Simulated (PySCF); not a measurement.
`C[C@@H]1CCC[C@@H]1F`: 4 charge schemes on one density

Compound: C6H11F.
Atom-mapped SMILES: `[CH3:1][C@@H:2]1[CH2:3][CH2:4][CH2:5][C@@H:6]1[F:7]` (hydrogens: H8, H9, H10 on C1; H11 on C2; H12, H13 on C3; H14, H15 on C4; H16, H17 on C5; H18 on C6)

Structure used (GFN2-xTB), in Å, numbered top down from 1:
```
atom  x, y, z in Å
C1     2.0961   -0.4674   -0.0704
C2     0.6225   -0.4294    0.3045
C3    -0.3241   -0.8231   -0.8308
C4    -1.6834   -0.3442   -0.3269
C5    -1.3811    0.9864    0.3783
C6     0.1202    0.9676    0.7016
F7     0.7590    1.9393   -0.0504
H8     2.7132   -0.1673    0.7736
H9     2.2921    0.2093   -0.8981
H10    2.3784   -1.4741   -0.3687
H11    0.4452   -1.0918    1.1583
H12   -0.3031   -1.8915   -1.0387
H13   -0.0446   -0.2849   -1.7377
H14   -2.4082   -0.2249   -1.1301
H15   -2.0836   -1.0643    0.3889
H16   -1.5734    1.8302   -0.2843
H17   -1.9822    1.1163    1.2767
H18    0.3482    1.2201    1.7426
```

Density: PBE0/pcSseg-1 (PySCF); schemes: Mulliken, IAO, Hirshfeld and ESP-fitted. The structure is a single GFN2-xTB conformer in the gas phase; no vibrational or solvent corrections.

At which atom do the 4 schemes differ most?

At C2: from -0.394 (Mulliken) to +0.356 e (ESP-fitted), 0.750 e apart.

For which atoms does the sign change between the 4 schemes (beyond +0.03 e in one, beyond −0.03 e in another)?

C2.

Give the atomic charges in each scheme.

In e:

```json
{"atom": "C1", "environment": "methyl carbon", "Mulliken": "-0.173", "IAO": "-0.419", "Hirshfeld": "-0.124", "ESP-fitted": "-0.673"}
{"atom": "C2", "environment": "sp3 CH carbon", "Mulliken": "-0.394", "IAO": "-0.120", "Hirshfeld": "-0.030", "ESP-fitted": "+0.356"}
{"atom": "C3", "environment": "ring CH2 carbon", "Mulliken": "-0.157", "IAO": "-0.264", "Hirshfeld": "-0.074", "ESP-fitted": "-0.209"}
{"atom": "C4", "environment": "ring CH2 carbon", "Mulliken": "-0.230", "IAO": "-0.263", "Hirshfeld": "-0.070", "ESP-fitted": "-0.035"}
{"atom": "C5", "environment": "ring CH2 carbon", "Mulliken": "-0.194", "IAO": "-0.291", "Hirshfeld": "-0.080", "ESP-fitted": "-0.242"}
{"atom": "C6", "environment": "sp3 C–F carbon", "Mulliken": "+0.206", "IAO": "+0.173", "Hirshfeld": "+0.067", "ESP-fitted": "+0.212"}
{"atom": "F7", "environment": "alkyl fluorine", "Mulliken": "-0.346", "IAO": "-0.338", "Hirshfeld": "-0.113", "ESP-fitted": "-0.273"}
{"atom": "H8", "environment": "methyl hydrogen", "Mulliken": "+0.113", "IAO": "+0.140", "Hirshfeld": "+0.039", "ESP-fitted": "+0.156"}
{"atom": "H9", "environment": "methyl hydrogen", "Mulliken": "+0.118", "IAO": "+0.149", "Hirshfeld": "+0.035", "ESP-fitted": "+0.176"}
{"atom": "H10", "environment": "methyl hydrogen", "Mulliken": "+0.112", "IAO": "+0.140", "Hirshfeld": "+0.040", "ESP-fitted": "+0.160"}
{"atom": "H11", "environment": "methine hydrogen", "Mulliken": "+0.118", "IAO": "+0.129", "Hirshfeld": "+0.039", "ESP-fitted": "-0.021"}
{"atom": "H12", "environment": "methylene hydrogen", "Mulliken": "+0.122", "IAO": "+0.136", "Hirshfeld": "+0.040", "ESP-fitted": "+0.049"}
{"atom": "H13", "environment": "methylene hydrogen", "Mulliken": "+0.118", "IAO": "+0.132", "Hirshfeld": "+0.037", "ESP-fitted": "+0.083"}
{"atom": "H14", "environment": "methylene hydrogen", "Mulliken": "+0.122", "IAO": "+0.139", "Hirshfeld": "+0.040", "ESP-fitted": "+0.041"}
{"atom": "H15", "environment": "methylene hydrogen", "Mulliken": "+0.114", "IAO": "+0.130", "Hirshfeld": "+0.035", "ESP-fitted": "+0.029"}
{"atom": "H16", "environment": "methylene hydrogen", "Mulliken": "+0.134", "IAO": "+0.155", "Hirshfeld": "+0.041", "ESP-fitted": "+0.108"}
{"atom": "H17", "environment": "methylene hydrogen", "Mulliken": "+0.124", "IAO": "+0.142", "Hirshfeld": "+0.042", "ESP-fitted": "+0.067"}
{"atom": "H18", "environment": "methine hydrogen", "Mulliken": "+0.094", "IAO": "+0.131", "Hirshfeld": "+0.037", "ESP-fitted": "+0.018"}
```

Mean size of the charges over all atoms: IAO 0.188 e, Mulliken 0.166 e, ESP-fitted 0.162 e, Hirshfeld 0.055 e. Each set sums to the total charge, 0, to within 0.001 e. The Hirshfeld scheme divides the density at each point in proportion to the densities of the neutral, spherically averaged free atoms.

How closely do the schemes follow one another over all atoms?

Correlation coefficient and root-mean-square difference: IAO with Hirshfeld 0.99, 0.146 e; Mulliken with IAO 0.89, 0.096 e; Mulliken with Hirshfeld 0.89, 0.134 e; Hirshfeld with ESP-fitted 0.76, 0.183 e; IAO with ESP-fitted 0.75, 0.154 e; Mulliken with ESP-fitted 0.41, 0.226 e.

Sum the charges by element, for elements with more than one atom.

| element | atoms | Mulliken | IAO | Hirshfeld | ESP-fitted |
| --- | --- | --- | --- | --- | --- |
| C | 6 | -0.942 | -1.183 | -0.311 | -0.592 |
| H | 11 | +1.288 | +1.522 | +0.424 | +0.865 |

How many electrons does the ESP-fitted scheme count on C3?

Z − q = 6 − (-0.209) = 6.209.
